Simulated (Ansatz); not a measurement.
`[SiH3]N([SiH3])[Si]Br` + `O[SiH3]` → `[SiH3]O[Si]Br` + `[SiH3]N[SiH3]` at 500 K and 1 bar (ligand exchange at the Si–N bond).

Gas-phase electronic energies from Ansatz, PBE0-D4/def2-TZVP geometries. CBS: MP2 limit from def2 TZ/QZ plus the TZ coupled-cluster correction, frozen cores. This one scheme is used for every species. For Br outer-core shells are correlated without core-valence functions, which leaves a few kJ/mol of doubt a bond. Scalar relativity is left out up to krypton. Each species was taken in one conformer, which may not be the lowest.

```tsv
species	CCSD(T)/CBS energy (Eh)	H − E (kJ/mol)	S (J/(mol·K))
`[SiH3]N([SiH3])[Si]Br`	-3498.95213	209.8	469.5
`O[SiH3]`	-366.69042	127.5	292.9
`[SiH3]O[Si]Br`	-3228.55316	121.4	404.8
`[SiH3]N[SiH3]`	-637.10515	216.0	394.7
```

H − E and S are ideal-gas, rigid-rotor, harmonic terms from PBE0-D4/def2-TZVP, for one conformer and one mirror image of each species. 1 Eh = 2625.50 kJ/mol, R = 8.31446 J/(mol·K).

Q: By hand: ΔE, ΔH, ΔS and ΔG.

A: ΔE = (-3228.55316) + (-637.10515) − (-3498.95213) − (-366.69042) = -0.01576 Eh = -41.4 kJ/mol. Δ(H − E) = 121.4 + 216.0 − 209.8 − 127.5 = 0.1, so ΔH = -41.3 kJ/mol. ΔS = 404.8 + 394.7 − 469.5 − 292.9 = 37.1 J/(mol·K). ΔG = -41.3 − 500 × (37.1)/1000 = -59.8 kJ/mol.

Q: By hand: the equilibrium constant, and the temperature at which ΔG would vanish if ΔH and ΔS stayed fixed.

A: log₁₀ K = −ΔG/(RT ln 10) = 6.2. ΔH and −TΔS have one sign here, so there is no such temperature.

TΔS isn't small against ΔH here. A doubt of 5 kJ/mol in ΔE shifts log₁₀ K by 0.5 here. Other conformers and mirror images would add mixing entropy, several J/(mol·K) or more a flexible species. Modes under 60 cm⁻¹, often nearly free rotors, make the harmonic entropy too high. These are equilibria of isolated gas molecules and say nothing of rates. Largest T1 diagnostic: 0.012 (customary marks: 0.02 for closed shells, 0.045 for open ones).
